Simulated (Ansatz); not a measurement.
```yaml
crystal:
  periodic: [false, false, false]
  atoms:
    - {symbol: Al, position_ang: [1.093684, 0.838949, 0.361617]}
    - {symbol: Al, position_ang: [-1.150020, -0.185625, 0.545059]}
    - {symbol: Al, position_ang: [-1.209267, 1.732736, -1.258532]}
    - {symbol: Li, position_ang: [0.948108, -1.355555, 1.923137]}
    - {symbol: Li, position_ang: [0.317494, -1.030516, -1.571271]}
basis:
  gaussian: {orbitals: def2-SVPD}
total_charge: 1
hamiltonian: {xc: {name: PBE0-DH}, pseudopotentials: {relativity: none}}
scf: {omitted_lower_state_checks: [starts]}
```

```sh
$ ansatz run in.yaml --threads 2 --pin off --events-out ev --progress --plain --max-ram 4352MiB
```

Shortened log:

```
Functional definition: PBE0-DH
970 factors; integrals over basis functions are off by at most 5.9e-4 eV
mean field evaluation 1: about -20170.5968 eV, gradient 2.3e1 eV
mean field evaluation 2: about -20170.6847 eV, gradient 2.2e1 eV
mean field evaluation 4: about -20173.2553 eV, gradient 2.6e0 eV
mean field evaluation 8: about -20173.3078 eV, gradient 4.5e-1 eV
mean field evaluation 16: about -20173.3105 eV, gradient 2.8e-3 eV
mean field -20173.31052817 eV, -741.3554879494 hartree, gradient 6.6e-6 eV, S^2 0.000000; 0 other end points of the search recorded, 0 dependent functions left out; unrestricted orbitals would lower it
15 core orbitals not correlated: weight in the atoms' cores, before any rotation towards them, 1.000 or more for the frozen orbitals, at most 0.000 for the correlated occupied ones
reference -20173.31056509 eV, -741.3554893060 hartree; 7, 7 occupied and 74, 74 virtual orbitals, 970 factors
second order -7.89556332 eV of doubles, -0.00000000 eV of singles
Total energy: -20174.29751051 eV, -741.3917588811 hartree
Checks for a lower state left out: starts
```

It took 3.4 s on 2 threads of Arm Neoverse V1 on a shared host.

Correlated methods freeze 15 core orbitals; core or outer-core shells of Li are correlated, in sets that lack core-valence functions. The restricted singlet is unstable: a solution with broken spin symmetry lies lower.
